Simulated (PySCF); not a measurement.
**Ionisation energy of Sn⁺ by level of theory**

Sn⁺ [Kr] 4d10 5s2 5p1 (2P) → Sn²⁺ [Kr] 4d10 5s2 (1S), as a difference of total energies. Computed with PySCF 2.14 in def2-TZVP with the def2 core potential (28 electrons) (6s5p3d2f, 50 functions), with a scalar-relativistic core potential. Correlated levels: valence: 4s2 4p6 4d10 frozen. The calculations carry no spin-orbit coupling.

| method | ionisation energy (eV) | error (eV) |
| --- | --- | --- |
| UHF | 13.750 | -0.532 |
| LDA | 14.402 | +0.120 |
| TPSS | 14.189 | -0.093 |
| MP2 (valence) | 13.946 | -0.336 |
| SCS-MP2 (valence) | 13.933 | -0.349 |
| CCSD (valence) | 14.009 | -0.273 |
| CCSD(T) (valence) | 14.027 | -0.255 |

Reference: 14.282 eV (measured; NIST levels, between the centres of gravity of the two terms).

Errors of the correlated levels include the incompleteness of this basis and the frozen core.
